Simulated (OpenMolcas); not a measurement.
**What dynamic correlation does to the levels of F+**

```json
{"Program": "OpenMolcas 26.06", "Basis": "ANO-R3 [4s4p2d1f]", "Scalar Hamiltonian": "X2C, finite nucleus", "Active space": "4 electrons in 3 orbitals (2p)", "State averaging": "2S+1 = 3 even, 3 roots; 2S+1 = 1 even, 6 roots", "Spin-orbit coupling": "RASSI with atomic mean-field integrals over the reference wave functions, term energies averaged over their components"}
```

Methods on the same reference wave functions:
A. CASSCF
B. SS-CASPT2, IPEA 0.25 Eh, imaginary shift 0.1 Eh (closed shells correlated: 1s 2s)

Energies in cm⁻¹ above 2s² 2p⁴ ³P₂, the measured ground level; measured values from NIST Handbook of Basic Atomic Spectroscopic Data.

| Level | A | B | Measured |
| --- | --- | --- | --- |
| 2s² 2p⁴ ³P₂ | 0.0 | 0.0 | 0.0 |
| 2s² 2p⁴ ³P₁ | 319 | 319 | 341 |
| 2s² 2p⁴ ³P₀ | 473 | 473 | 490 |
| 2s² 2p⁴ ¹D₂ | 22802 | 21000 | 20873 |
| 2s² 2p⁴ ¹S₀ | 56517 | 47200 | 44918 |

Deviations, from unrounded energies. A percentage is the sum of absolute deviations over the sum of measured energies, with the sign that they share, or ± where signs differ.

```csv
Against measurement,Levels,A,B
mean absolute deviation (cm-1),4,3400,610
fine structure of the ground term (%),2,-4.7,-4.7
other terms of the ground configuration (%),2,+20.6,+3.7
```

B lies closest to measurement on these levels. The largest miss of B in the table is 2s² 2p⁴ ¹S₀, by +2300 cm-1. The ranking rests on the paired levels alone, and a cruder setting can come out closer through cancelling errors.

From A to B the spin-free energies of the other terms of 2s² 2p⁴ shown, above ³P, scale by factors of 0.83 to 0.92.

The lowest spin-free term lies below A's lowest term by 0.174 hartree in B.

CASPT2 breaks the degeneracy within a term, and the mean is taken; among the terms shown or strongly mixed into the levels shown the widest spread is 63 cm-1 (2s² 2p⁴ ¹D, B). With the s shell closed, the reference lacks s² → p² mixing. Without dynamic correlation excited terms often stand tens of per cent too high (terms of higher spin than the ground term too low), and those without a measured partner can miss by more than the paired ones (holds for A). Measured partners are found by configuration, term and J. A level has none where our copy of the source lacks it or the pairing is in doubt (some pairs that miss far off the trend of their configuration count as doubtful), and it then counts in no deviation. Levels of configurations outside the active space are missing.
